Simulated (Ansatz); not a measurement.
A made-up structure of SiH$_{2}$O$_{2}$F (charge -1), closed shell:

```xyz
6
angstrom
O -0.1498 1.1052 -0.6092
Si 0.8396 -0.1372 -0.6695
O 0.8749 -0.0779 0.9184
F -0.4558 -1.4361 -0.8064
H -1.0848 0.8852 -0.2074
H -0.0241 -0.3392 1.3740
```

It is relaxed with PBE-D4/def2-SVPD and then PBE0-D4/def2-TZVPD (Ansatz 0.2.0). Atoms count as bonded within 1.22 times the sum of their covalent radii (H–H: 0.88 Å). The end point is not checked to be a true minimum.

(1) Does its bonding change? (Judge from chemistry; the calculation decides.)

Results:

(1) Computed: No: no bond forms or breaks.

Where it ends: The first stage lowers the energy by 1.60 eV in 27 steps. It ends as SiH₂O₂F ([OH][Si]([OH])[F]), total charge -1:
```json
{"atom": "O1", "x (Å)": "-0.3180", "y (Å)": "1.1945", "z (Å)": "-0.5009"}
{"atom": "Si2", "x (Å)": "0.7645", "y (Å)": "-0.1596", "z (Å)": "-0.5944"}
{"atom": "O3", "x (Å)": "1.0118", "y (Å)": "-0.4486", "z (Å)": "1.0770"}
{"atom": "F4", "x (Å)": "-0.4771", "y (Å)": "-1.2833", "z (Å)": "-0.8984"}
{"atom": "H5", "x (Å)": "-1.2133", "y (Å)": "0.8801", "z (Å)": "-0.6627"}
{"atom": "H6", "x (Å)": "0.2321", "y (Å)": "-0.1830", "z (Å)": "1.5795"}
```

Labels in which every atom is bracketed show which atoms are joined, not bond orders.

For scale, one of the runs: PBE0-D4/def2-TZVPD relaxation, 181 basis functions, launched by `ansatz run in.yaml --threads 2 --pin off --events-out ev --progress --plain --max-ram 4352MiB`. The run took about 40 s on 2 CPU threads of an Arm Neoverse V2 (shared host).
